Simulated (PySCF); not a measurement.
# Correlation energy of Be (beryllium, neutral)

[He] 2s2, closed-shell 1S. Calculation: PySCF 2.14, in cc-pVTZ; the non-relativistic Hamiltonian (point nucleus). Frozen: 1s2; 2 electrons correlated.

Total MP2 correlation energy: -28.18 mhartree.

Same-spin part 0.00 and opposite-spin part -28.18 mhartree; SCS-MP2 scales them by 1/3 and 6/5 to -33.81 mhartree.

With two correlated electrons CCSD is exact within the correlated space (frozen core and kept virtual orbitals).

```tsv
level	correlation energy (mhartree)
CCSD	-45.55
```

Diagnostics: T1 = 0.020, D1 = 0.0278, largest double amplitude 0.129.

Cost of the coupled-cluster step: 0.07 s of wall time on 1 thread of Neoverse-V2 (shared host), for 2 correlated electrons.
